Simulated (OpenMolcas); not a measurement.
**Yb3+ in CaF2**

Yb3+ with its 8 nearest fluoride ions at 2.32 Å, on the Ca site of CaF2 (a = 5.46294 Å, distance in the model lattice 2.366 Å). The rest of the host is ab initio model potentials to 7.6 Å and point charges beyond; the distance is set by hand and nothing relaxes, and no local charge compensation is placed. Ligand basis ANO-RCC-VDZP.
```
Yb    0.0000    0.0000    0.0000
F     1.3395    1.3395    1.3395
F     1.3395    1.3395   -1.3395
F     1.3395   -1.3395    1.3395
F     1.3395   -1.3395   -1.3395
F    -1.3395    1.3395    1.3395
F    -1.3395    1.3395   -1.3395
F    -1.3395   -1.3395    1.3395
F    -1.3395   -1.3395   -1.3395
```

```json
{"Program": "OpenMolcas", "Method": "SS-CASPT2, IPEA 0.25 Eh, imaginary shift 0.1 Eh (closed shells correlated: 5s 5p and the ligand valence shells)", "Basis": "ANO-RCC-VDZP [7s6p4d2f1g]", "Scalar Hamiltonian": "DKH2, point nucleus", "Active space": "13 electrons in 7 orbitals (4f)", "State averaging": "2S+1 = 2 odd, 7 roots", "Spin-orbit coupling": "state interaction with AMFI integrals over the reference wave functions"}
```

The lowest spin-free states (labels of O, the rotations of Oh), above the lowest:

| State | Degeneracy | E (cm-1) | Free-ion L (%) |
| --- | --- | --- | --- |
| 2A2 | 1 | 0 | F (100) |
| 2T2 | 3 | 880 | F (100) |
| 2T1 | 3 | 880 | F (100) |

The lowest levels with spin-orbit coupling:

```csv
E (cm-1),Degeneracy,Label,2S+1,J,|mJ| (%),g
0,2,Γ7,2,3.50,5/2 (75),3.46 3.46 3.46
530,4,Γ8,2,3.51,3/2 (38),
530,2,Γ6,2,3.51,1/2 (58),2.66 2.66 2.66
10640,2,Γ7,2,2.51,3/2 (83),1.46 1.46 1.46
10990,4,Γ8,2,2.51,1/2 (50),
```

Powder χT (cm3 K/mol): 1.13 at 2 K, 1.16 at 10 K, 1.31 at 50 K, 1.51 at 100 K, 1.88 at 200 K, 2.16 at 300 K. The effective moment at 300 K is 2.828 √(χT) = 4.15 μB.

Hund's rules give f13 the level 2F7/2 with g = 1.143, so an isolated free-ion multiplet has χT = g² J(J+1) / 8 = 2.571 cm3 K/mol. The computed 2.156 at 300 K differs by -16 %, through the field's splitting, the mixing of terms and any other multiplet in reach.

Stevens parameters of the J = 7/2 multiplet, which is 533 cm-1 wide (cm-1, z along the main axis): B40 = 3.023e-01, B44 = 1.512e+00, B60 = 4.667e-03, B64 = -9.811e-02.

Roots that are degenerate in the reference are averaged as groups; the widest CASPT2 spread within a group is 31 cm-1 (the 3-fold group of multiplicity 2 near 876 cm-1 above the lowest state of its run). Shifts and gaps below about the spread of the groups concerned are not significant. Over all roots computed the reference weight is 0.67; a low but even weight reflects the number of correlated electrons. Splittings of an f shell from a small cluster at a set distance can be off by tens of per cent, mostly too small. No measured value stands beside these numbers; the geometry was set by hand and not optimised.

The CASPT2 steps took 26 s on 1 thread of AMD EPYC 9R45 96-Core Processor (Zen 5), with other jobs on the host; the integral step is not counted.
